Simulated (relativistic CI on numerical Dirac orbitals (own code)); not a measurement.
# Os⁷⁺: 5p photoemission

Computed with this model: Dirac-Coulomb-Breit CI, KLI orbitals optimised for each configuration, model QED (radiative potential, 1s self-energy scaled to tabulated hydrogen-like ionisation energies), valence Slater integrals scaled by 0.7, multiplet model of photoemission in the sudden approximation; configurations [Xe] 4f14 5d → [Kr] 4d10 4f14 5s2 5p5 5d; 300 K; Lorentzian 2.1 eV and Gaussian 0.6 eV FWHM. Energies are those of the free ion, without screening or charge transfer. The energies are binding energies and can lie tens of eV above those of solids. S is read from ⟨S²⟩ = S(S + 1).

Field parameters in Wybourne normalisation: D3d B²₀ = −7Dσ, B⁴₀ = −14Dq − 21Dτ, B⁴₃ = −14√(10/7) Dq. The field is a parameter set, without covalency.

free ion: ground-state S = 0.50, centroid 153.95 eV. Peaks (eV, height): 149.0 (100), 155.4 (11), 162.4 (40), 168.0 (21).

D3d, 10Dq = 30600, Dσ = -1200, Dτ = 80 cm⁻¹: ground-state S = 0.50, centroid 153.99 eV. Peaks (eV, height): 149.0 (100), 157.2 (9), 162.6 (43), 165.8 (19), 170.2 (8).

Strongest unbroadened transitions for D3d, 10Dq = 30600, Dσ = -1200, Dτ = 80 cm⁻¹:

```csv
Energy (eV),Relative strength
147.43,30.3
147.94,45.8
148.18,37.0
148.82,45.0
148.97,48.1
149.15,45.5
149.17,37.4
149.21,27.9
149.32,17.0
149.48,12.3
149.63,11.0
150.09,12.2
150.41,8.4
157.24,13.7
162.49,100.0
162.73,26.6
165.96,43.6
170.20,19.1
```
